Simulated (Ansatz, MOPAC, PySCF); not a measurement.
C$_{2}$H$_{5}$Cl$_{3}$Sn, SMILES `C[CH2][Sn]([Cl])([Cl])[Cl]`, neutral singlet in the gas phase. In the def2 sets core potentials replace the inner electrons of Sn.

Cartesian coordinates (Å):
```xyz
11

C     -1.4684    -0.4878     0.1313
C     -0.5470     0.6757    -0.1924
Sn     1.5086     0.1052    -0.0234
Cl     1.9958    -1.6678    -1.4701
Cl     3.0237     1.8178    -0.5008
Cl     1.9809    -0.6498     2.1401
H     -1.3100    -1.3347    -0.5534
H     -1.3172    -0.8526     1.1585
H     -2.5220    -0.1794     0.0400
H     -0.6758     1.5280     0.4921
H     -0.6686     1.0454    -1.2220
```
Charge 0, spin multiplicity 1.

All levels are single points at this geometry (PBE0-D3(BJ)/def2-SVP); Pople sets use spherical d functions. Orbital energies aren't observables, and empty levels follow the basis.

HF/6-31G* (LANL2DZ on Sn) in PySCF gives dipole (D) = 4.63.

Question: Estimate the dipole (D) from each of these levels: B3LYP-D3(BJ)/def2-TZVP in Ansatz (a first-principles code); CAM-B3LYP-D3(BJ)/def2-TZVP in Ansatz; PBE-D3(BJ)/def2-TZVP in Ansatz; B3LYP/6-31G* (LANL2DZ on Sn) in PySCF; AM1 in MOPAC; PM3 in MOPAC; PM6 in MOPAC; PM7 in MOPAC.

Answer: 
| level | dipole (D) |
|---|---|
| B3LYP-D3(BJ)/def2-TZVP in Ansatz | 3.92 |
| CAM-B3LYP-D3(BJ)/def2-TZVP in Ansatz | 3.92 |
| PBE-D3(BJ)/def2-TZVP in Ansatz | 3.87 |
| B3LYP/6-31G* (LANL2DZ on Sn) in PySCF | 4.32 |
| AM1 in MOPAC | 4.34 |
| PM3 in MOPAC | 4.26 |
| PM6 in MOPAC | 4.16 |
| PM7 in MOPAC | 3.92 |
